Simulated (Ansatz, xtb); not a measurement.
**Relative energy of two isomers of FH6NOSi2**

We compare I, `O[SiH2]N[SiH2]F`, a singlet, with II, `O[Si@@H](F)N[SiH3]`, a singlet. Both are isolated molecules in the gas phase, relaxed with PBE-D3(BJ)/def2-SVP; each stands in its lowest conformer found.

**Question.** Which of the two would you expect CCSD(T)/def2-SVP + ΔMP2/def2-TZVPP electronic energies to favour?

**Answer.** Structure II; the calculation gives E(II) − E(I) = −3.1 kcal/mol.

Level by level:

```tsv
level	geometry	E(II) − E(I) (kcal/mol)	departure from the last row (kcal/mol)	job, with rough time for the two
PBE-D3(BJ)/def2-SVP	PBE-D3(BJ)/def2-SVP	−2.2	+0.9	optimisation, 98 s
HF/def2-SVP	PBE-D3(BJ)/def2-SVP	−3.3	−0.2	part of the CCSD(T) run
MP2/def2-SVP	PBE-D3(BJ)/def2-SVP	−2.7	+0.4	part of the CCSD(T) run
CCSD(T)/def2-SVP	PBE-D3(BJ)/def2-SVP	−2.7	+0.4	single point
CCSD(T)/def2-SVP + ΔMP2/def2-TZVPP	PBE-D3(BJ)/def2-SVP	−3.1		single point, 35 s
```

As drawn, both hold the same kinds of bond in the same numbers.

None of the levels shown reverses the order. The largest departure from CCSD(T)/def2-SVP + ΔMP2/def2-TZVPP is that of PBE-D3(BJ)/def2-SVP, 0.9 kcal/mol. Levels run at GFN2-xTB geometries aren't shown. The last row adds to CCSD(T) the change of the MP2 difference between the two basis sets, here −0.4 kcal/mol.

With harmonic frequencies from PBE-D3(BJ)/def2-SVP (ideal gas, rigid rotor, one conformer each, 298.15 K, 1 atm): on the last row, ΔE + ΔZPE = −3.7 kcal/mol. A mode under 50 cm⁻¹ makes harmonic enthalpies and free energies unreliable, so none is given.

The correlated steps freeze 13 core orbitals. Programs: Ansatz 0.2.0; the last row on 2 threads of Intel(R) Xeon(R) Platinum 8259CL CPU @ 2.50GHz (Skylake/Cascade Lake) on a shared host.
